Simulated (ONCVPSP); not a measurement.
Building the ONCV potential for antimony (Sb) (LDA (Perdew-Zunger), non-relativistic).

antimony, optimised norm-conserving Vanderbilt (ONCV), made with ONCVPSP 4.0.1 (LDA (Perdew-Zunger), non-relativistic). Core [Kr], reference 4d10 5s2 5p3. Waves: 5s: rc 1.70 bohr, ncon 5, nbas 10, qcut 3.9 1/bohr, 2 projectors, debl 3.3 Ha; 5p: rc 2.55 bohr, ncon 4, nbas 8, qcut 3.9 1/bohr, 2 projectors, debl 1.3 Ha; 4d: rc 1.20 bohr, ncon 4, nbas 9, qcut 11.2 1/bohr, 2 projectors, debl 2.5 Ha. Local part: polynomial inside 0.95 bohr (lpopt 4, dvloc0 0 Ha). Core correction: Teter function, fcfact 3.75, rcfact 1.

Poles of the logarithmic derivatives, all-electron (AE) and pseudo (PS). Narrow ghost or core levels that the grid stepped over were put in at their known energies. s: poles at 3.6 (AE) and 3.6 (PS) Ha. p: poles at 0.8 (AE) and -0.5, 0.8, 4.9 (PS) Ha. d: poles at 0.8 (AE) and 0.8 (PS) Ha. Test radii: s 1.72, p 2.59, d 1.22 bohr.

- Cutoffs needed: 83 Ha and 103 Ha (the cutoffs (Ha) at which the residual kinetic energy of the hardest occupied pseudo-wave falls to 1 and 0.1 mHa per electron)
- Ghost test: ghosts flagged at negative energy: s at -107.6 eV, p at -13.7 eV; GHOST(+) flagged for s at 274.7 eV; a true bound ghost makes a file unfit for plane-wave use
- Largest excitation error: +1.2 meV (all-electron minus pseudo) for 4d10 5s2 5p0, out of 4 test configurations
- rms error of d²Exc/dni dnj: 5.25 mHa without and 3.80 mHa with the model core
